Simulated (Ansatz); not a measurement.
Consider the ligand exchange at the Si–O bond: `CO[SiH](F)O[SiH2]Cl` + `C[NH][GeH2][Cl]` → `C[N]([SiH2]Cl)[GeH2][Cl]` + `CO[SiH](O)F`.

Calculated with Ansatz (gas phase, PBE0-D4/def2-TZVP geometries, no zero-point term in ΔE). CBS: MP2 limit from def2 TZ/QZ plus the TZ coupled-cluster correction, frozen cores. DFT in def2-TZVPP. For Ge outer-core shells are correlated without core-valence functions, which leaves a few kJ/mol of doubt a bond. Scalar relativity is left out up to krypton. One conformer a species, not always the lowest.

`CO[SiH](F)O[SiH2]Cl`:

Z-matrix (Å, degrees):
```
C
O 1 1.413
H 1 1.093 2 110.9
H 1 1.090 2 107.9 3 119.1
H 1 1.095 2 111.5 3 -121.8
Si 2 1.614 1 126.4 3 68.9
O 6 1.623 2 112.5 1 -59.3
F 6 1.583 2 105.8 1 -177.9
H 6 1.471 2 113.0 1 62.8
Si 7 1.624 6 149.8 2 -56.3
Cl 10 2.052 7 109.9 6 63.7
H 10 1.476 7 108.3 6 -178.9
H 10 1.477 7 110.7 6 -54.9
```

`C[NH][GeH2][Cl]`:

Z-matrix (Å, degrees):
```
C
N 1 1.452
H 1 1.097 2 114.0
H 1 1.093 2 110.1 3 121.9
H 1 1.093 2 109.5 3 -120.6
Ge 2 1.813 1 119.8 3 73.1
H 2 1.010 1 112.3 3 -64.1
Cl 6 2.179 2 112.1 1 -61.6
H 6 1.530 2 109.0 1 -179.1
H 6 1.531 2 108.6 1 54.2
```

`C[N]([SiH2]Cl)[GeH2][Cl]`:

```xyz
13

C    -0.088   -0.900    1.233
N    -0.056    0.006    0.085
Si   -1.514    0.493   -0.650
Cl   -2.369   -0.996   -1.802
Ge    1.593    0.404   -0.596
Cl    2.633    1.602    0.871
H     0.160   -1.929    0.952
H     0.611   -0.572    2.007
H    -1.085   -0.909    1.680
H    -2.521    0.809    0.389
H    -1.226    1.627   -1.554
H     2.434   -0.869   -0.748
H     1.428    1.235   -1.868
```

`CO[SiH](O)F`:

Cartesian coordinates in Å:
```
C -1.586 -0.300 -0.160
O -0.364 -0.196 0.541
Si 1.092 0.048 -0.133
O 2.167 0.352 1.039
F 0.966 1.280 -1.139
H -1.600 -1.186 -0.803
H -1.767 0.586 -0.776
H -2.389 -0.390 0.572
H 1.585 -1.093 -0.919
H 1.898 0.900 1.778
```

Problem. Is it downhill or uphill in electronic energy at CCSD(T)/CBS, and by how much? (Estimate.)

Solution. Ansatz gave: Uphill: ΔE = +47.8 kJ/mol.

Problem. What do these levels give: PBE0-D4, ωB97X-V, ωB97M-V, B2PLYP, HF/def2-TZVPP, MP2/def2-QZVPP? (Best estimate.)

Solution. Computed: PBE0-D4 46.3, ωB97X-V 49.8, ωB97M-V 48.1, B2PLYP 52.5, HF/def2-TZVPP 67.7, MP2/def2-QZVPP 44.5 kJ/mol.

Largest T1 diagnostic among the species: 0.011.

The D4 term adds −4.1 kJ/mol with B3LYP and −1.9 kJ/mol with PBE0; it sums over pairs of atoms, weighted by their polarisabilities, and B3LYP, whose exchange is more repulsive, gets the larger term. In def2-TZVPP, CCSD(T) changes the Hartree–Fock value by −21.4 kJ/mol (the triples alone add −3.3 kJ/mol) and MP2 by −24.6 kJ/mol.

B3LYP here is the variant with VWN-RPA as its local correlation; programs differ in this.
